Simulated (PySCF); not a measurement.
Gas-phase reaction: 2 GeHCl3 + Cl2 → 2 GeCl4 + H2

Computed with PySCF and rigid-rotor harmonic-oscillator thermochemistry at 1 bar. † marks an energy on the PBE0/def2-TZVP geometry and frequencies; other levels use their own. MP2 freezes the core. 6-31G* has spherical d functions here. All species are closed-shell singlets. B3LYP is the form with VWN-RPA correlation. Ge: all electrons, no relativistic terms. MP2 isn't extrapolated to the basis-set limit.

MP2/def2-SVP† gives ΔH°(298 K) = -319 kJ.

**Question.** What do PBE/def2-SVP, B3LYP/6-31G*, PBE0/def2-TZVP give?

**Answer.** PBE/def2-SVP: -276 kJ; B3LYP/6-31G*: -270 kJ; PBE0/def2-TZVP: -270 kJ. For scale, ΔH°(298 K) is -319 kJ at this level, -281 kJ at ωB97M-V/def2-TZVP†, and runs from -319 to -213 kJ over the 20 levels computed.
